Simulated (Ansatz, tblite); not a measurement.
Forces on the cluster Fe₃S₂ at its B3LYP-D4/def2-SVP geometry. The state is a singlet with charge 0.

The xTB rows come from tblite. The restricted singlet is unstable towards broken spin symmetry in Hartree–Fock (as tested in another run); at PBE-D4/def2-TZVP this wasn't settled. At PBE-D4/def2-TZVP an occupied level lies above an empty one. Another isomer (singlet) lies 1.08 eV lower at PBE-D4/def2-TZVP; other spin states weren't run for this one.

GFN1-xTB (tblite), largest force 2.06 eV/Å:

```xyz
5
positions Å, forces eV/Å
Fe   -1.158   -0.490   -0.199   -0.066   -0.027   -0.011
Fe    0.571    0.364   -1.350    0.242   -0.015    1.432
Fe    0.244   -0.019    1.490    0.556    0.354   -1.295
S    -0.514    1.640    0.162    0.441   -2.002   -0.219
S     0.857   -1.495   -0.103   -1.173    1.690    0.093
```

GFN2-xTB (tblite), largest force 1.32 eV/Å:

```
Fe -1.205 -0.509 -0.207
Fe 0.737 0.310 0.159
Fe 0.744 0.318 0.096
S 0.079 -0.558 -0.066
S -0.356 0.439 0.018
```

PBE-D4/def2-TZVP (Ansatz), largest force 2.19 eV/Å:

```
Fe 0.329 0.494 0.105
Fe -0.655 -0.276 2.068
Fe -0.168 0.295 -2.160
S 0.853 -1.923 -0.161
S -0.358 1.410 0.149
```
